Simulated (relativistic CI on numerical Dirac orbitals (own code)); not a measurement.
Forbidden lines of Sc XIV

Calculated at this level of theory: Dirac-Coulomb-Breit CI, separate exchange-only KLI orbitals for each configuration, model QED (radiative potential, 1s self-energy scaled to tabulated hydrogen-like ionisation energies), unscaled Slater integrals (own radial code, finite nucleus).

Configurations in the expansion (outside the closed core 1s2): 2s2 2p4, 2s 2p5, 2p6, 2p5 3s, 2s2 2p3 3s, 2p5 3p, 2s2 2p3 3p, 2p5 3d, 2s2 2p3 3d, 2s 2p4 3s, 2s 2p4 3p, 2s 2p4 3d, 2s2 2p3 4s, 2s2 2p3 4p, 2s2 2p3 4d, 2s2 2p3 4f. Levels of other configurations are missing.

```csv
λ vac (Å),Lower,Upper,Type,A (s⁻¹),gf,Branching (%)
20.378,2s2 2p4 1D_2 [4],2s 2p4 3d 1G_4 [173],E2,2.64e+09,1.48e-03,9.2
20.819,2s2 2p4 3P_2 [1],2s 2p4 3d 3F_4 [139],E2,1.73e+09,1.01e-03,16.8
24.278,2s2 2p4 3P_2 [1],2s2 2p3 3p 3F_4 [33],E2,2.52e+08,2.00e-04,9.3
24.383,2s2 2p4 3P_2 [1],2s2 2p3 3p 3D_3 [29],E2,1.70e+08,1.06e-04,6.4
24.432,2s2 2p4 3P_2 [1],2s2 2p3 3p 3D_2 [28],E2,1.00e+08,4.49e-05,4.1
24.569,2s2 2p4 3P_0 [3],2s2 2p3 3p 3F_2 [31],E2,1.06e+08,4.80e-05,2.2
24.619,2s2 2p4 3P_1 [2],2s2 2p3 3p 3D_2 [28],E2,6.73e+07,3.06e-05,2.8
24.861,2s2 2p4 3P_2 [1],2s2 2p3 3p 3P_0 [25],E2,5.26e+08,4.87e-05,18.2
24.873,2s2 2p4 3P_2 [1],2s2 2p3 3p 3P_2 [24],E2,1.95e+08,9.03e-05,6.0
24.881,2s2 2p4 1D_2 [4],2s2 2p3 3p 1F_3 [34],E2,4.16e+08,2.70e-04,16.9
24.900,2s2 2p4 3P_2 [1],2s2 2p3 3p 3P_1 [23],E2,4.03e+08,1.13e-04,12.0
24.984,2s2 2p4 1D_2 [4],2s2 2p3 3p 1P_1 [30],E2,1.59e+08,4.47e-05,2.2
25.067,2s2 2p4 3P_1 [2],2s2 2p3 3p 3P_2 [24],E2,1.76e+08,8.28e-05,5.4
25.093,2s2 2p4 3P_0 [3],2s2 2p3 3p 3P_2 [24],E2,8.90e+07,4.20e-05,2.7
25.094,2s2 2p4 3P_1 [2],2s2 2p3 3p 3P_1 [23],E2,8.41e+07,2.38e-05,2.5
25.130,2s2 2p4 1D_2 [4],2s2 2p3 3p 3D_1 [27],E2,1.64e+08,4.67e-05,3.2
606.38,2s2 2p4 3P_1 [2],2s2 2p4 1S_0 [5],M1,1.36e+04,7.51e-07,99.9
996.74,2s2 2p4 3P_2 [1],2s2 2p4 1D_2 [4],M1,1.39e+03,1.04e-06,89.6
1443.0,2s2 2p4 3P_1 [2],2s2 2p4 1D_2 [4],M1,1.61e+02,2.51e-07,10.3
3223.2,2s2 2p4 3P_2 [1],2s2 2p4 3P_1 [2],M1,6.47e+02,3.02e-06,100.0
24216.6,2s2 2p4 3P_1 [2],2s2 2p4 3P_0 [3],M1,3.58e+00,3.14e-07,99.2
```

Terms are leading LS components. Brackets give the number of a level in order of energy, since labels repeat. The list gives strong lines, with weight on those to low levels, among the lowest 200 of 342 levels, so that lines to higher ones, which can be the strongest, are missing. Levels whose partners in the same complex of configurations lie outside the list can be far off, and so can their lines. Rates are taken at the computed energies, electric ones in the length gauge.

At this charge energies of transitions that change n are usually good to better than 1 %, and those within a shell (Δn = 0) to a few per cent.

LS names give the leading component of a level, which can be under half, so a name can repeat, a term be missing and a line seem to break the LS rules.
